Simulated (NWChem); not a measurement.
System: C4H3Br; SMILES C#CC(=C)Br

NWChem input:

```
start job
memory heap 200 mb stack 900 mb global 1100 mb
geometry units angstroms noautosym nocenter noautoz
  C      1.126378     2.605007    -0.000967
  C      0.335135     1.685341    -0.000392
  C     -0.577804     0.597430     0.000032
  C     -1.911675     0.712433     0.000054
  Br     0.237930    -1.120175     0.000253
  H      1.824823     3.421745    -0.001598
  H     -2.366490     1.705702     0.000096
  H     -2.559420    -0.165559     0.000032
end
basis spherical
  * library def2-svp
end
dft
  xc m05-2x
  iterations 150
end
cosmo
  do_cosmo_smd true
  solvent water
end
task dft energy
```

Parts of the log:

```
             Northwest Computational Chemistry Package (NWChem) 7.3.0
             --------------------------------------------------------

                             Geometry "geometry" -> ""
                             -------------------------

 Output coordinates in angstroms (scale by  1.889725989 to convert to a.u.)

  No.       Tag          Charge          X              Y              Z
 ---- ---------------- ---------- -------------- -------------- --------------
    1 C                    6.0000     1.12637800     2.60500700    -0.00096700
    2 C                    6.0000     0.33513500     1.68534100    -0.00039200
    3 C                    6.0000    -0.57780400     0.59743000     0.00003200
    4 C                    6.0000    -1.91167500     0.71243300     0.00005400
    5 Br                  35.0000     0.23793000    -1.12017500     0.00025300
    6 H                    1.0000     1.82482300     3.42174500    -0.00159800
    7 H                    1.0000    -2.36649000     1.70570200     0.00009600
    8 H                    1.0000    -2.55942000    -0.16555900     0.00003200

 Effective nuclear repulsion energy (a.u.)     263.8722249051

                                 NWChem DFT Module
                                 -----------------

 Summary of "ao basis" -> "ao basis" (spherical)
 ------------------------------------------------------------------------------
       Tag                 Description            Shells   Functions and Types
 ---------------- ------------------------------  ------  ---------------------
 C                          def2-svp                 6       14   3s2p1d
 Br                         def2-svp                12       32   5s4p3d
 H                          def2-svp                 3        5   2s1p

 in cosmo_initialize ...
 calling solv_data for solv:h2o

 solvent parameters
 solvname_short: h2o
 solvname_long:  water
 dielec:       78.4000
 dielecinf:     1.7769
 aqueous SMD model solvent descriptors
 dielec:       78.4000
 sola:          0.8200

          ---------------
          -cosmo- solvent
          ---------------
 Cosmo: York-Karplus, doi: 10.1021/jp992097l
 dielectric constant -eps-     =  78.40
 screen = (eps-1)/(eps    )    =   0.98724
 surface charge correction     = lagrangian

   van der Waals surface
 --------------------------

[...]

                                COSMO-SMD solvation results
                                ---------------------------

             internal energy in gas <Psi(g)|H|Psi(g)> =     -2727.785947794683
         internal energy in solvent <Psi(s)|H|Psi(s)> =     -2727.784723068112
                               delta internal energy  =         0.001224726571 (    0.77 kcal/mol)
   total free energy in solvent <Psi(s)|H+V/2|Psi(s)> =     -2727.793322760896
 polarization energy contribution <Psi(s)|V/2|Psi(s)> =        -0.008599692784 (   -5.40 kcal/mol)
    total free energy in solvent including G(SMD-CDS) =     -2727.787152816175
                       G(SMD-CDS) energy contribution =         0.006169944721 (    3.87 kcal/mol)
     1 M fixed-concentration free energy of solvation =        -0.001205021491 (   -0.76 kcal/mol)

                       DFT Final Molecular Orbital Analysis
                       ------------------------------------

 Vector   29  Occ=2.000000D+00  E=-3.641172D-01
              MO Center=  4.5D-01,  4.0D-01, -1.5D-04, r^2= 4.1D+00
   Bfn.  Coefficient  Atom+Function         Bfn.  Coefficient  Atom+Function
  ----- ------------  ---------------      ----- ------------  ---------------
    73      0.452413  5 Br pz                70      0.398066  5 Br pz
    20     -0.292449  2 C  pz                 6     -0.290852  1 C  pz
    67     -0.264107  5 Br pz                23     -0.186566  2 C  pz
     9     -0.168902  1 C  pz                64      0.085751  5 Br pz
    37      0.036009  3 C  pz

 Vector   30  Occ=2.000000D+00  E=-3.480528D-01
              MO Center=  4.3D-01,  3.0D-01, -1.6D-04, r^2= 4.2D+00
   Bfn.  Coefficient  Atom+Function         Bfn.  Coefficient  Atom+Function
  ----- ------------  ---------------      ----- ------------  ---------------
    71      0.388616  5 Br px                68      0.334825  5 Br px
    72      0.274986  5 Br py                69      0.251682  5 Br py
     4     -0.231567  1 C  px                65     -0.221720  5 Br px
    19      0.215862  2 C  py                 5      0.185090  1 C  py
    18     -0.179470  2 C  px                66     -0.165148  5 Br py

 Vector   31  Occ=2.000000D+00  E=-3.095944D-01
              MO Center= -4.4D-01,  6.4D-01, -1.0D-04, r^2= 4.1D+00
   Bfn.  Coefficient  Atom+Function         Bfn.  Coefficient  Atom+Function
  ----- ------------  ---------------      ----- ------------  ---------------
    73     -0.351839  5 Br pz                48      0.344063  4 C  pz
    70     -0.278441  5 Br pz                34      0.268389  3 C  pz
     6     -0.256020  1 C  pz                51      0.253701  4 C  pz
    37      0.195870  3 C  pz                67      0.184463  5 Br pz
     9     -0.173826  1 C  pz                20     -0.168173  2 C  pz

 Vector   32  Occ=0.000000D+00  E=-9.575532D-03
              MO Center= -6.9D-01,  1.1D+00, -1.9D-04, r^2= 3.9D+00
   Bfn.  Coefficient  Atom+Function         Bfn.  Coefficient  Atom+Function
  ----- ------------  ---------------      ----- ------------  ---------------
    51      0.550591  4 C  pz                37     -0.417876  3 C  pz
    48      0.385179  4 C  pz                 9      0.379230  1 C  pz
    34     -0.317221  3 C  pz                 6      0.282199  1 C  pz
    23     -0.221231  2 C  pz                20     -0.171421  2 C  pz
    73      0.159014  5 Br pz                70      0.078436  5 Br pz

[...]
```

Level: M05-2X/def2-SVP, SMD on the gas-phase geometry. Coordinates come from a PBE0/def2-SVP optimisation. Solvent: water.
